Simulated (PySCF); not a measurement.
SMILES CO[SiH3] (B3LYP/def2-SVP optimised geometry):

```
9

Si    -0.383     0.693     0.000
O     -0.985    -0.031    -1.375
C     -0.743    -1.363    -1.763
H     -0.890     2.089     0.000
H     -0.847    -0.019     1.232
H      1.113     0.693     0.000
H     -1.113    -2.089    -1.013
H     -1.271    -1.556    -2.711
H      0.334    -1.560    -1.927
```

Computed with B3LYP/def2-TZVP run with PySCF.

**Question.** What are the frontier orbital energies and the dipole moment?

**Answer.** HOMO-2 -9.67 eV, HOMO-1 -8.55 eV, HOMO -7.92 eV, LUMO 0.02 eV, LUMO+1 1.17 eV; dipole moment 1.06 D.

On the same geometry PySCF 2.14.0 with PBE/def2-TZVP gives HOMO-2 -8.46 eV, HOMO-1 -7.26 eV, HOMO -6.61 eV, LUMO -0.62 eV, LUMO+1 0.63 eV; dipole moment 1.00 D.

Meta-Löwdin charges at B3LYP/def2-TZVP: Si1 0.76, O2 -0.61, C3 -0.10, H4 -0.10, H5 -0.13, H6 -0.13, H7 0.10, H8 0.12, H9 0.10.
